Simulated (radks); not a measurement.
Results of a calculation; reference values are marked as such.
Dynamic dipole polarisability and lines of the bromine ion Br17+, [Ar]. Level of theory: non-relativistic Kohn-Sham, LB94 model potential, spin-polarised, spherical densities, point nucleus (a radial shooting solver on a logarithmic mesh with Libxc functionals). Time-dependent linear response with the Hartree and adiabatic LDA kernel, continuum included through the Sternheimer equations. Lines are the poles of the dipole polarisability below minus the highest occupied eigenvalue, found on a grid refined at the orbital gaps; the lowest seven at most are given, and weak or close lines can be missed. The first line takes the name of the lowest orbital gap if no other gap lies below it; otherwise a line is named after a gap within 0.6 % of it, if that gap stands alone.

photon energy (eV),alpha (bohr^3)
0,0.1092
35.074,0.1185
105.22,0.5671
175.37,-0.04738
245.52,0.002729
315.66,0.04002
385.81,0.4205
455.96,-0.02148
526.11,-0.03590
596.25,-0.01219
666.40,-0.04679

Lines (eV, oscillator strength): 115.19 (10.76 nm, 3p-3d), f = 1.62; 334.94 (3.702 nm, 3p-4s), f = 0.290; 389.57 (3.183 nm, 3p-4d), f = 1.61; 412.50 (3.006 nm, 3s-4p), f = 0.480; 487.62 (2.543 nm, 3p-5s), f = 0.0698; 513.70 (2.414 nm, 3p-5d), f = 0.535; 553.93 (2.238 nm, 3s-5p), f = 0.137. Higher lines, where found, are left out when the end of the mesh affects them. Those listed give 96 % of the static polarisability (sum of f/w^2). Orbital energy gaps for comparison: 3p-3d 88.990 eV; 3p-4s 334.11 eV; 3p-4d 388.65 eV; 3s-4p 411.83 eV; 3p-5s 487.36 eV.
